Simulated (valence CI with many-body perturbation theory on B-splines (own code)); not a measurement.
# Os⁵²⁺: E2, M1 decay

Level of theory: relativistic CI+MBPT: six valence electrons over a frozen Dirac-Fock core [Ar], a basis of 7 s, 7 p, 8 d, 6 f, 4 g, 1 h functions for each j, with the one-electron correlation potential Σ1, the two-electron term Σ2, the three-electron term Σ3, Breit, model QED; selected CI, second order for the rest, scaled by the run's own slope (own B-spline code, finite nucleus).

The last digits are not significant, and no measured levels were compared; by estimate large intervals hold to a few tenths of a per cent, small ones and those within an open d or f shell to about a per cent. Core correlation moves these levels by up to 17000 cm⁻¹, and in measured spectra 5 to 20 % of such shifts remained as error; rates that hang on mixing are uncertain with them. Among the levels kept, up to 1100 cm⁻¹ of a level comes from second order outside the variational space, and about a tenth of that is noise between levels of different J, which matters for small intervals. The list stops below the first excitations out of the core. Only levels of the ground parity were solved; by the run's estimate the other parity begins above the list, which can be wrong where configurations are misplaced.

Lines 1 to 50 of 106 in falling wavelength, among levels below 265.80 eV, chosen from the decays that carry over 1 % of a level's rate. Wavelengths and rates use the calculated energies. Electric multipoles are in the length gauge with retardation, E1 and E2 with the static RPA response of the core. M1 uses the relativistic operator with retardation. S is in atomic units (e²a₀⁴ for E2 and M2, e²a₀⁶ for E3), for M1 in squared Bohr magnetons. Weak lines are less certain than strong ones. Lines between different terms over intervals too small for the method are left out, as are lines whose strength nearly cancels. The highest levels of a list are the least certain.

Levels are named by their leading jj configuration (3d3/2^4 stands for four electrons in 3d with j = 3/2), which in mixed levels can hold well under half, so a name can repeat and another be missing. Letters in brackets count levels of one name in rising energy.

| λ vac (Å) | Upper | Lower | Type | A (s⁻¹) | S (a.u.) |
| --- | --- | --- | --- | --- | --- |
| 1533 | (3d3/2^4 3d5/2^2) J=2 | (3d3/2^4 3d5/2^2) J=4 | E2 | 2.27e-02 | 8.59e-04 |
| 868.4 | (3d3/2^3 3d5/2^3) J=4 [b] | (3d3/2^3 3d5/2^3) J=3 [b] | M1 | 3.30e+03 | 7.22e-01 |
| 812.1 | (3d3/2^3 3d5/2^3) J=2 [b] | (3d3/2^3 3d5/2^3) J=3 [b] | M1 | 1.10e+04 | 1.09e+00 |
| 651.8 | (3d3/2^4 3d5/2^2) J=0 | (3d3/2^4 3d5/2^2) J=2 | E2 | 5.92e+00 | 6.22e-04 |
| 553.5 | (3d3/2^3 3d5/2^3) J=0 | (3d3/2^3 3d5/2^3) J=1 [a] | M1 | 6.65e+04 | 4.18e-01 |
| 537.6 | (3d3/2^3 3d5/2^3) J=4 [b] | (3d3/2^3 3d5/2^3) J=5 | M1 | 8.86e+03 | 4.59e-01 |
| 439.3 | (3d3/2^3 3d5/2^3) J=1 [b] | (3d3/2^3 3d5/2^3) J=1 [a] | M1 | 3.92e+04 | 3.70e-01 |
| 398.2 | (3d3/2^3 3d5/2^3) J=4 [b] | (3d3/2^3 3d5/2^3) J=4 [a] | M1 | 2.19e+04 | 4.61e-01 |
| 371.5 | (3d3/2^3 3d5/2^3) J=2 [b] | (3d3/2^3 3d5/2^3) J=3 [a] | M1 | 5.54e+04 | 5.27e-01 |
| 259.3 | (3d3/2^2 3d5/2^4) J=0 [a] | (3d3/2^3 3d5/2^3) J=1 [b] | M1 | 2.49e+05 | 1.61e-01 |
| 246.2 | (3d3/2^3 3d5/2^3) J=1 [a] | (3d3/2^4 3d5/2^2) J=0 | M1 | 6.29e+05 | 1.04e+00 |
| 235.8 | (3d3/2^2 3d5/2^4) J=3 [a] | (3d3/2^3 3d5/2^3) J=3 [c] | M1 | 8.14e+04 | 2.77e-01 |
| 229.0 | (3d3/2^2 3d5/2^4) J=3 [a] | (3d3/2^3 3d5/2^3) J=2 [b] | M1 | 2.04e+05 | 6.37e-01 |
| 221.4 | (3d3/2^2 3d5/2^4) J=5 | (3d3/2^3 3d5/2^3) J=4 [b] | M1 | 5.63e+05 | 2.49e+00 |
| 217.6 | (3d3/2^2 3d5/2^4) J=0 [b] | (3d3/2^2 3d5/2^4) J=1 | M1 | 2.53e+05 | 9.67e-02 |
| 206.8 | (3d3/2^2 3d5/2^4) J=2 [a] | (3d3/2^3 3d5/2^3) J=3 [b] | M1 | 1.37e+05 | 2.24e-01 |
| 199.4 | (3d3/2^2 3d5/2^4) J=3 [b] | (3d3/2^3 3d5/2^3) J=2 [b] | M1 | 1.96e+05 | 4.04e-01 |
| 196.3 | (3d3/2^2 3d5/2^4) J=3 [b] | (3d3/2^3 3d5/2^3) J=4 [b] | M1 | 1.09e+06 | 2.14e+00 |
| 192.9 | (3d3/2^3 3d5/2^3) J=3 [a] | (3d3/2^4 3d5/2^2) J=2 | M1 | 1.24e+06 | 2.31e+00 |
| 192.0 | (3d3/2^2 3d5/2^4) J=1 | (3d3/2^3 3d5/2^3) J=2 [b] | M1 | 9.36e+05 | 7.36e-01 |
| 191.9 | (3d3/2^2 3d5/2^4) J=1 | (3d3/2^3 3d5/2^3) J=1 [b] | M1 | 1.04e+06 | 8.20e-01 |
| 191.1 | (3d3/2^2 3d5/2^4) J=4 [b] | (3d3/2^3 3d5/2^3) J=3 [c] | M1 | 1.88e+05 | 4.37e-01 |
| 188.5 | (3d3/2 3d5/2^5) J=3 | (3d3/2^2 3d5/2^4) J=4 [c] | M1 | 1.10e+06 | 1.92e+00 |
| 187.8 | (3d3/2^2 3d5/2^4) J=4 [a] | (3d3/2^3 3d5/2^3) J=3 [b] | M1 | 2.92e+05 | 6.46e-01 |
| 183.8 | (3d3/2^2 3d5/2^4) J=4 [b] | (3d3/2^3 3d5/2^3) J=4 [b] | M1 | 5.00e+04 | 1.04e-01 |
| 182.4 | (3d3/2^2 3d5/2^4) J=2 [b] | (3d3/2^3 3d5/2^3) J=2 [b] | M1 | 1.92e+05 | 2.15e-01 |
| 182.3 | (3d3/2^2 3d5/2^4) J=2 [b] | (3d3/2^3 3d5/2^3) J=1 [b] | M1 | 8.83e+04 | 9.91e-02 |
| 181.5 | (3d3/2 3d5/2^5) J=2 | (3d3/2^2 3d5/2^4) J=2 [c] | M1 | 6.16e+05 | 6.83e-01 |
| 178.7 | (3d3/2^3 3d5/2^3) J=1 [a] | (3d3/2^4 3d5/2^2) J=2 | M1 | 5.08e+06 | 3.23e+00 |
| 178.6 | (3d3/2^2 3d5/2^4) J=3 [a] | (3d3/2^3 3d5/2^3) J=3 [b] | M1 | 3.49e+05 | 5.16e-01 |
| 176.0 | (3d3/2^2 3d5/2^4) J=1 | (3d3/2^3 3d5/2^3) J=0 | M1 | 1.32e+06 | 8.02e-01 |
| 175.7 | (3d3/2 3d5/2^5) J=3 | (3d3/2^2 3d5/2^4) J=2 [c] | M1 | 1.82e+06 | 2.57e+00 |
| 174.8 | (3d3/2^2 3d5/2^4) J=3 [a] | (3d3/2^3 3d5/2^3) J=2 [a] | M1 | 1.14e+06 | 1.57e+00 |
| 171.4 | (3d3/2^3 3d5/2^3) J=3 [a] | (3d3/2^4 3d5/2^2) J=4 | M1 | 3.89e+06 | 5.08e+00 |
| 170.0 | (3d3/2^2 3d5/2^4) J=2 [a] | (3d3/2^3 3d5/2^3) J=1 [a] | M1 | 2.47e+06 | 2.25e+00 |
| 168.5 | (3d3/2^3 3d5/2^3) J=4 [a] | (3d3/2^4 3d5/2^2) J=4 | M1 | 4.56e+06 | 7.27e+00 |
| 165.8 | (3d3/2^2 3d5/2^4) J=4 [a] | (3d3/2^3 3d5/2^3) J=5 | M1 | 1.31e+06 | 2.00e+00 |
| 163.1 | (3d3/2^2 3d5/2^4) J=0 [a] | (3d3/2^3 3d5/2^3) J=1 [a] | M1 | 1.19e+07 | 1.91e+00 |
| 160.1 | (3d3/2^2 3d5/2^4) J=3 [b] | (3d3/2^3 3d5/2^3) J=3 [b] | M1 | 2.29e+06 | 2.44e+00 |
| 158.9 | (3d3/2^2 3d5/2^4) J=2 [a] | (3d3/2^3 3d5/2^3) J=3 [a] | M1 | 8.20e+06 | 6.10e+00 |
| 157.9 | (3d3/2^2 3d5/2^4) J=2 [c] | (3d3/2^3 3d5/2^3) J=3 [c] | M1 | 2.34e+06 | 1.71e+00 |
| 157.8 | (3d3/2^3 3d5/2^3) J=1 [b] | (3d3/2^4 3d5/2^2) J=0 | M1 | 2.01e+06 | 8.79e-01 |
| 157.0 | (3d3/2^2 3d5/2^4) J=3 [b] | (3d3/2^3 3d5/2^3) J=2 [a] | M1 | 1.42e+06 | 1.43e+00 |
| 156.8 | (3d3/2^2 3d5/2^4) J=5 | (3d3/2^3 3d5/2^3) J=5 | M1 | 1.37e+06 | 2.15e+00 |
| 156.5 | (3d3/2^2 3d5/2^4) J=5 | (3d3/2^3 3d5/2^3) J=6 | M1 | 2.78e+06 | 4.34e+00 |
| 155.2 | (3d3/2 3d5/2^5) J=4 | (3d3/2^2 3d5/2^4) J=3 [b] | M1 | 1.83e+06 | 2.28e+00 |
| 154.8 | (3d3/2^2 3d5/2^4) J=2 [c] | (3d3/2^3 3d5/2^3) J=2 [b] | M1 | 2.62e+06 | 1.80e+00 |
| 154.7 | (3d3/2^2 3d5/2^4) J=2 [c] | (3d3/2^3 3d5/2^3) J=1 [b] | M1 | 1.24e+06 | 8.48e-01 |
| 154.1 | (3d3/2 3d5/2^5) J=2 | (3d3/2^2 3d5/2^4) J=2 [b] | M1 | 1.86e+06 | 1.26e+00 |
| 153.4 | (3d3/2^3 3d5/2^3) J=2 [a] | (3d3/2^4 3d5/2^2) J=2 | M1 | 3.00e+06 | 2.01e+00 |
